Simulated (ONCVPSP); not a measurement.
# Plane-wave convergence, ONCV potential for titanium (Ti)

Ti (Z = 22), optimised norm-conserving Vanderbilt (ONCV), made with ONCVPSP 4.0.1 (PBE, scalar-relativistic). Core [Ar], reference 3d2 4s1 (charge +1). Waves: 4s: rc 2.65 bohr, ncon 4, nbas 8, qcut 2 1/bohr, 2 projectors, debl 1.9 Ha; p scattering state at 0.13 Ha: rc 2.10 bohr, ncon 4, nbas 7, qcut 3.7 1/bohr, 2 projectors, debl 0.6 Ha; 3d: rc 1.70 bohr, ncon 4, nbas 8, qcut 9.7 1/bohr, 2 projectors, debl 3.3 Ha. Local part: polynomial inside 1.30 bohr (lpopt 5, dvloc0 3 Ha). Core correction: Teter function fitted to the true core (icmod 2), fcfact 0.65.

**Question.** For each optimised wave give the share of its norm inside rc, the residual kinetic energy above qcut (Ha) and the cutoffs (Ha) for errors of 10, 1, 0.1 and 0.01 mHa per electron.

**Answer.**

```tsv
wave	norm inside rc	residual KE	10 mHa	1 mHa	0.1 mHa	0.01 mHa
4s	0.344	5.0e-03	1.6	5.4	21.3	25.5
s projector 2	0.147	1.8e-01	6.5	16.9	28.6	32.5
p projector 1	0.071	4.8e-03	2.2	25.8	33.5	47.3
p projector 2	0.158	4.1e-03	4.0	37.8	47.1	64.2
3d	0.675	2.8e-07	26.8	33.0	37.9	41.9
d projector 2	0.106	7.4e-06	29.8	36.7	42.0	47.2
```

The occupied waves need 33 Ha and 38 Ha for 1 and 0.1 mHa. Note: ghosts flagged at negative energy: p at -40.6 eV; GHOST(+) flagged for s at 22.3 eV. A true bound ghost makes a file unfit for plane-wave use. Its largest configuration-test error is -318 meV.
